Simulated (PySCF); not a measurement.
Compound: GeH7PSi.
Bonds: P1–Si2, Si2–Ge3. Hydrogens: H4, H5 on P1; H6, H7 on Si2; H8, H9, H10 on Ge3.

Computed, not measured: PySCF, PBE0-D3(BJ)/def2-SVP geometry optimisation, gas phase.

(1) What internal coordinates does the optimisation give?

Results:

(1) 
```json
{"bond": "P1–Si2", "length (pm)": "226.9", "order": "single"}
{"bond": "Si2–Ge3", "length (pm)": "238.1", "order": "single"}
{"bond": "P1–H4, P1–H5", "length (pm)": "142.9", "order": "single"}
{"bond": "Si2–H6, Si2–H7", "length (pm)": "149.6", "order": "single"}
{"bond": "Ge3–H8, Ge3–H9, Ge3–H10", "length (pm)": "154.0", "order": "single"}
```

Bonds in one row agree within 1 pm and their mean is given. Orders are formal, as drawn. A selection of angles:
```json
{"angle": "Si2–P1–H4", "degrees": "94.6"}
{"angle": "Si2–P1–H5", "degrees": "93.4"}
{"angle": "H4–P1–H5", "degrees": "93.6"}
{"angle": "P1–Si2–Ge3", "degrees": "108.1"}
{"angle": "P1–Si2–H6", "degrees": "113.3"}
{"angle": "P1–Si2–H7", "degrees": "107.6"}
{"angle": "Ge3–Si2–H6", "degrees": "110.0"}
{"angle": "H6–Si2–H7", "degrees": "108.3"}
{"angle": "Si2–Ge3–H8", "degrees": "111.0"}
{"angle": "Si2–Ge3–H9", "degrees": "109.9"}
{"angle": "H8–Ge3–H9", "degrees": "108.5"}
{"angle": "H8–Ge3–H10", "degrees": "108.8"}
```

Si2 (SiH2 silicon) is distorted tetrahedral (angles from 107.6° to 113.3°). Ge3 (germanium bonded to Si and 3 H) is tetrahedral (angles from 108.4° to 111.0°). P1 (three-coordinate phosphorus) is pyramidal (angles 94.6°, 93.6° and 93.4°, sum 281.6°, 0.86 Å off the plane of its three neighbours).

No PBE0-D3(BJ)/def2-SVP frequencies stand behind this structure, so it isn't proved a minimum. One conformer, not necessarily the lowest (H–P1–Si2–Ge3 -166° and -72°).

Hardware: one thread of an Arm Neoverse V2, no GPU (shared host). Cost: 16 s wall, 0.48 GiB resident at most. That covers the optimisation of the geometry.
